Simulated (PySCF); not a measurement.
Excitations are Tamm–Dancoff values on a coarser integration grid. The basis has no diffuse functions, so Rydberg states are missing or too high.

## CH₄Si, SMILES `C=[SiH2]` (charge 0, multiplicity 1)

The numbers are results of PBE0-D3(BJ)/def2-TZVP run with PySCF, not measurements.

- HOMO = -6.62 eV
- dipole moment = 0.157 e·Å
- LUMO = -1.23 eV
- HOMO–LUMO gap = 5.39 eV
- S1 excitation (TDA) = 5.60 eV
- S1 oscillator strength = 0.347
- brightest of the four lowest singlets (TDA) = 5.60 eV
- T1 excitation (TDA) = 2.58 eV
- S1–T1 gap (TDA) = 3.03 eV
- total energy = -8973.98 eV
- cost = very roughly 17 core-seconds

```xyz
6

C     -0.8933     0.0097     0.2315
Si     0.7509    -0.0081    -0.1946
H     -1.5792     0.7582    -0.1476
H     -1.3239    -0.7268     0.8998
H      1.6960    -1.0236     0.3158
H      1.3496     0.9907    -1.1049
```
